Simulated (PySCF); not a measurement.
# Ba⁺ (barium, charge +1): M06-L calculation

Configuration: [Xe] 6s1, 2S determinant. Computed with PySCF 2.14 in Sapporo-DKH3-DZP-2012, with the spin-free X2C one-electron Hamiltonian (Gaussian nucleus).

```
Total energy                        : -8133.87 hartree
One-electron energy                 : -11088.26 hartree
Hartree (Coulomb) energy            : 3154.17 hartree
Exchange-correlation energy         : -199.78 hartree
⟨S²⟩                                : 0.7511
⟨L²⟩                                : 0.000
Sum of ⟨r⟩                          : 38.64 bohr
Sum of ⟨r²⟩                         : 65.84 bohr²
Langevin diamagnetic susceptibility : -52.2 ×10⁻⁶ cm³/mol
Time after the integrals            : 1.2 s of wall time on 1 thread of Neoverse-V1 (shared host)
```

| shell | electrons | mean orbital energy (eV) | rms radius, mean of both spins (bohr) |
| --- | --- | --- | --- |
| 1s α | 1 | -37236.8 | 0.0292 |
| 1s β | 1 | -37236.8 | 0.0292 |
| 2s α | 1 | -5914.2 | 0.119 |
| 2s β | 1 | -5914.2 | 0.119 |
| 2p α | 3 | -5304.2 | 0.106 |
| 2p β | 3 | -5304.2 | 0.106 |
| 3s α | 1 | -1263.4 | 0.311 |
| 3s β | 1 | -1263.4 | 0.311 |
| 3p α | 3 | -1065.4 | 0.311 |
| 3p β | 3 | -1065.4 | 0.311 |
| 3d α | 5 | -776.54 | 0.289 |
| 3d β | 5 | -776.53 | 0.289 |
| 4s α | 1 | -256.16 | 0.715 |
| 4s β | 1 | -256.12 | 0.715 |
| 4p α | 3 | -191.77 | 0.762 |
| 4p β | 3 | -191.73 | 0.762 |
| 4d α | 5 | -97.538 | 0.862 |
| 4d β | 5 | -97.490 | 0.862 |
| 5s α | 1 | -39.719 | 1.75 |
| 5s β | 1 | -39.716 | 1.75 |
| 5p β | 3 | -24.517 | 2.04 |
| 5p α | 3 | -24.499 | 2.04 |
| 6s α | 1 | -7.659 | 4.58 |

Spin-orbit coupling, which splits the p, d and f shells strongly at this Z, is absent.

Densities and radii are taken from the X2C orbitals without a picture-change correction, which distorts them close to the nucleus.
